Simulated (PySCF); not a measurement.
## Telling isomers of C5H9N3 apart by NMR

Level of theory: σ from GIAO-PBE0/pcSseg-1, geometry from GFN2-xTB, in PySCF 2.14 (single conformer, equivalent nuclei averaged, gas phase, no relativistic terms).

Scale: ¹H (31.72 ppm), ¹³C (186.93 ppm) against TMS (reference shieldings calculated alike). Where no couplings were computed, multiplicities follow the n + 1 count of equivalent neighbours, and m marks all less simple cases (inequivalent or close neighbours, rings, F or P nearby). Shifts are as computed. Against solution values, carbons near 30 ppm lie about +3 ppm off and those near 130 ppm about +5 ppm. Of 1211 compounds with measured shifts, 218 miss one by over three times the rms of a fit or turn the order of signals round; such compounds aren't used in these exercises. OH and NH positions are gas-phase values without hydrogen bonding to other molecules.

(1) Tabulate the signals of `Cc1nnc(C)n1C`, `CCCn1nccn1`, `CC(C)n1ccnn1`, `CCn1ncc(C)n1`, `CCc1n[nH]c(C)n1` and their relative energies.

(2) What is the quickest way to tell CCCn1nccn1 from CCn1ncc(C)n1?

(3) What is the quickest way to tell Cc1nnc(C)n1C from CCn1ncc(C)n1?

(4) What is the quickest way to tell Cc1nnc(C)n1C from CCCn1nccn1?

Answers

(1) 
```tsv
SMILES	carbon types	δC	δH	E rel. (kcal/mol)
Cc1nnc(C)n1C	2×C 3×CH3	153.4, 30.0, 13.2	3.48 (s, 3H), 2.43 (s, 6H)	8.8
CCCn1nccn1	2×CH 2×CH2 1×CH3	138.5, 57.7, 29.3, 13.7	7.66 (s, 2H), 4.49 (t, 2H), 1.84 (m, 2H), 0.84 (t, 3H)	21.2
CC(C)n1ccnn1	3×CH 2×CH3	136.0, 128.5, 54.7, 26.5	7.68 (m, 1H), 7.35 (m, 1H), 4.36 (sept, 1H), 1.74 (d, 6H)	25.4
CCn1ncc(C)n1	1×C 1×CH 1×CH2 2×CH3	148.5, 138.0, 51.3, 19.5, 13.0	7.44 (s, 1H), 4.41 (q, 2H), 2.50 (s, 3H), 1.41 (t, 3H)	16.9
CCc1n[nH]c(C)n1	2×C 1×CH2 2×CH3	170.3, 155.8, 26.5, 18.7, 13.7	9.43 (br s, 1H), 2.78 (q, 2H), 2.52 (s, 3H), 1.26 (t, 3H)	0.0
```

Energies are electronic energies at PBE0/pcSseg-1 on these geometries, without zero-point or thermal terms, each for the one conformer computed, which needn't be the lowest.

(2) Count the carbon signals: 4 against 5. The first has an sp3 CH2 at 29.3 ppm, the second a substituted aromatic carbon next to a ring nitrogen (C) at 148.5 ppm. Their most deshielded carbons lie at 138.5 and 148.5 ppm.

(3) Count the carbon signals: 3 against 5. The first has a methyl carbon bonded to N (CH3) at 30.0 ppm, the second an aromatic CH next to a ring nitrogen at 138.0 ppm. Their most deshielded carbons lie at 153.4 and 148.5 ppm. In the proton spectra the most deshielded non-exchanging signals are 3.48 (s, 3H) and 7.44 (s, 1H).

(4) Count the carbon signals: 3 against 4. The first has a substituted aromatic carbon next to a ring nitrogen (C) at 153.4 ppm, the second an aromatic CH next to a ring nitrogen at 138.5 ppm. In the proton spectra the most deshielded non-exchanging signals are 3.48 (s, 3H) and 7.66 (s, 2H).
